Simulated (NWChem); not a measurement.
System: ZnH$_{2}$; SMILES [ZnH2]

NWChem input:

```
start job
memory heap 200 mb stack 900 mb global 1100 mb
geometry units angstroms noautosym nocenter noautoz
  Zn     0.000000     0.000000     0.000000
  H      0.000000     0.000000    -1.541123
  H      0.000000     0.000000     1.541123
end
basis spherical
  Zn library aug-cc-pvtz
  H library aug-cc-pvtz
end
dft
  xc b3lyp
  iterations 150
end
property
  response 1 0.0
end
task dft property
```

The geometry was optimised at B3LYP/6-31G* (spherical d). B3LYP is NWChem's, with the RPA form of VWN correlation.

Static field.

Question: Predict the main results of this run. (B3LYP/aug-cc-pVTZ.) Quantities: basis functions; isotropic polarisability (bohr³); anisotropy (bohr³).

Answer: 
```json
{
  "number_of_basis_functions": "139",
  "isotropic polarisability (bohr³)": "29.6",
  "anisotropy (bohr³)": "11.6"
}
```
